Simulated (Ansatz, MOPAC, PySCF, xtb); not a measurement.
Diatomic BO-, closed-shell singlet (lowest of 2S+1 = 1, 3, 5 at CCSD(T)/def2-TZVPP on PBE0 minima; our sources give no spin for the ground state, which may be another).

Seven points along R, fitted to fifth degree in 1/R; most abundant isotopes. In def2 and cc sets the state is the lowest found near the PBE0 minimum, followed along R. The singlet is held restricted. HF and MP2 rows in def2 and cc sets belong to the determinant that coupled cluster picked by its CCSD energy.

Codes used: Ansatz (an electronic-structure program) with Gaussian orbitals; MOPAC for AM1 (differences of heats of formation); PySCF for 3-21G rows, 6-31G* rows; xtb for the GFN methods. Each number belongs to the level named beside it.

| level | r_e (Å) | ω_e (cm⁻¹) | α_e (cm⁻¹) | B_e (cm⁻¹) |
|---|---|---|---|---|
| AM1 | 1.209 | 2009 | 0.0089 | 1.77 |
| GFN1-xTB | 1.266 | 1633 | 0.018 | 1.61 |
| HF/3-21G | 1.253 | 1830 | 0.012 | 1.65 |
| HF/def2-TZVPP | 1.216 | 1870 | 0.015 | 1.75 |
| HF/aug-cc-pVQZ | 1.214 | 1868 | 0.015 | 1.75 |
| HF/def2-QZVPP | 1.215 | 1867 | 0.015 | 1.75 |
| HF/aug-cc-pV5Z | 1.214 | 1869 | 0.015 | 1.75 |
| SVWN5/def2-TZVPP | 1.234 | 1734 | 0.017 | 1.70 |
| PBE/def2-TZVPP | 1.245 | 1686 | 0.017 | 1.67 |
| BP86/6-31G* | 1.259 | 1659 | 0.017 | 1.63 |
| r2SCAN/def2-TZVPP | 1.237 | 1730 | 0.016 | 1.69 |
| B3LYP/6-31G* | 1.246 | 1730 | 0.016 | 1.66 |
| B3LYP/def2-TZVPP | 1.233 | 1745 | 0.016 | 1.70 |
| wB97X-V/def2-TZVPP | 1.235 | 1759 | 0.016 | 1.69 |
| B2PLYP/def2-TZVPP | 1.239 | 1718 | 0.017 | 1.69 |
| MP2/aug-cc-pVTZ | 1.250 | 1676 | 0.017 | 1.65 |
| MP2/def2-TZVPP | 1.246 | 1698 | 0.016 | 1.66 |
| MP2/aug-cc-pVQZ | 1.245 | 1688 | 0.017 | 1.67 |
| MP2/def2-QZVPP | 1.245 | 1693 | 0.017 | 1.67 |
| MP2/CBS(aug-cc-pVQZ, aug-cc-pV5Z) | 1.243 | 1692 | 0.017 | 1.67 |
| SCS-MP2/def2-QZVPP | 1.243 | 1706 | 0.016 | 1.67 |
| SCS-MP2/aug-cc-pV5Z | 1.242 | 1704 | 0.017 | 1.68 |
| CCSD/aug-cc-pVTZ | 1.241 | 1735 | 0.016 | 1.68 |
| CCSD/def2-TZVPP | 1.238 | 1750 | 0.016 | 1.69 |
| CCSD/aug-cc-pVQZ | 1.235 | 1750 | 0.016 | 1.70 |
| CCSD/def2-QZVPP | 1.235 | 1752 | 0.016 | 1.69 |
| CCSD/aug-cc-pV5Z | 1.234 | 1753 | 0.016 | 1.70 |
| CCSD(T)/aug-cc-pVTZ | 1.248 | 1692 | 0.016 | 1.66 |
| CCSD(T)/def2-TZVPP | 1.244 | 1710 | 0.016 | 1.67 |
| CCSD(T)/CBS(aug-cc-pVQZ, aug-cc-pV5Z) | 1.239 | 1713 | 0.017 | 1.68 |

Frozen-core correlation. CBS(a, b) extrapolates the correlation energy as X⁻³ and adds the Hartree–Fock energy of set b. Rows in 3-21G, 6-31G* carry no dispersion term and start afresh at each structure (6-31G* with six Cartesian d functions). The state that AM1 reach isn't checked.
